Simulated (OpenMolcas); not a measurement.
**Ag2+ in cubic eightfold coordination: ligands and hosts compared**

- Program: OpenMolcas
- Method: CASSCF
- Active space: 9 electrons in 5 orbitals (4d)
- Spin-orbit coupling: RASSI with atomic mean-field integrals over the reference wave functions

Distances were set from a Shannon-type radius of the metal (high-spin where two are listed) plus a fixed donor radius (F 1.31 Å), in hosts weighted 0.65 to 0.35 with the host's distance in the model lattice. Anionic complexes are neutralised by point charges, and hosts are embedded clusters. Ligand basis ANO-RCC-VDZP. States (labels of O, the rotations of Oh). Energies in cm-1 above the lowest state or level, χT in cm3 K/mol; under a threefold ground state the first gap can be a small split of the lowest multiplet, not the spin-orbit step; 10Dq is the gap between the two states; 10Dq is negative for this site.

```csv
Ligand or host,R (Å),Metal basis,Ground state,First state of that spin,10Dq,First gap with spin-orbit (degeneracies),χT at 300 K
BaF2,2.487,ANO-RCC-VTZP,2T2,2E 3376,-3376,"1401 (2, 4)",0.690
SrF2,2.425,ANO-RCC-VTZP,2T2,2E 4190,-4190,"1577 (2, 4)",0.636
CaF2,2.375,ANO-RCC-VTZP,2T2,2E 5035,-5035,"1718 (2, 4)",0.596
```

|10Dq| rises in the order BaF2 < SrF2 < CaF2, by a factor of 1.49 from first to last.

An orbital triplet at a regular site is open to Jahn-Teller coupling, which can distort the site and quench the lowest spin-orbit gaps and is left out. With metal d orbitals alone the field can be off either way by tens of per cent. Ligand-to-metal charge-transfer states are missing. No measured value stands beside these numbers; the geometry was set by hand and not optimised.
